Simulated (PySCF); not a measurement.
Sn³⁺ (tin, charge +3) across methods

[Kr] 4d10 5s1, 2S determinant. Computed with PySCF 2.14 in aug-cc-pVTZ-PP with ECP28MDF, with a scalar-relativistic core potential. The B2PLYP total includes its PT2 part (frozen core); its orbital energies are those of the SCF part.

```json
{"method": "UHF", "E (hartree)": "-211.53460", "mean ε 4d α (eV)": "-64.877", "mean ε 4d β (eV)": "-64.599", "mean ε 5s α (eV)": "-39.467", "Σ⟨r²⟩ (bohr²)": "25.66", "⟨S²⟩": "0.751"}
{"method": "PBE0", "E (hartree)": "-212.3484", "mean ε 4d α (eV)": "-57.804", "mean ε 4d β (eV)": "-57.493", "mean ε 5s α (eV)": "-37.503", "Σ⟨r²⟩ (bohr²)": "25.58", "⟨S²⟩": "0.750"}
{"method": "PBE", "E (hartree)": "-212.3284", "mean ε 4d α (eV)": "-55.043", "mean ε 4d β (eV)": "-54.721", "mean ε 5s α (eV)": "-36.607", "Σ⟨r²⟩ (bohr²)": "25.63", "⟨S²⟩": "0.750"}
{"method": "TPSS", "E (hartree)": "-212.2547", "mean ε 4d α (eV)": "-55.054", "mean ε 4d β (eV)": "-54.716", "mean ε 5s α (eV)": "-36.378", "Σ⟨r²⟩ (bohr²)": "25.61", "⟨S²⟩": "0.750"}
{"method": "LDA", "E (hartree)": "-211.9590", "mean ε 4d α (eV)": "-55.133", "mean ε 4d β (eV)": "-54.837", "mean ε 5s α (eV)": "-37.064", "Σ⟨r²⟩ (bohr²)": "25.68", "⟨S²⟩": "0.750"}
{"method": "r2SCAN", "E (hartree)": "-212.4111", "mean ε 4d α (eV)": "-55.701", "mean ε 4d β (eV)": "-55.343", "mean ε 5s α (eV)": "-36.854", "Σ⟨r²⟩ (bohr²)": "25.51", "⟨S²⟩": "0.751"}
{"method": "B2PLYP", "E (hartree)": "-212.0850", "mean ε 4d α (eV)": "-60.449", "mean ε 4d β (eV)": "-60.178", "mean ε 5s α (eV)": "-38.366", "Σ⟨r²⟩ (bohr²)": "25.62", "⟨S²⟩": "0.750"}
{"method": "r2SCANh", "E (hartree)": "-212.4033", "mean ε 4d α (eV)": "-56.727", "mean ε 4d β (eV)": "-56.385", "mean ε 5s α (eV)": "-37.217", "Σ⟨r²⟩ (bohr²)": "25.51", "⟨S²⟩": "0.751"}
{"method": "revPBE", "E (hartree)": "-212.3932", "mean ε 4d α (eV)": "-54.991", "mean ε 4d β (eV)": "-54.666", "mean ε 5s α (eV)": "-36.470", "Σ⟨r²⟩ (bohr²)": "25.61", "⟨S²⟩": "0.750"}
```

Energies and moments cover only the electrons outside the core potential.
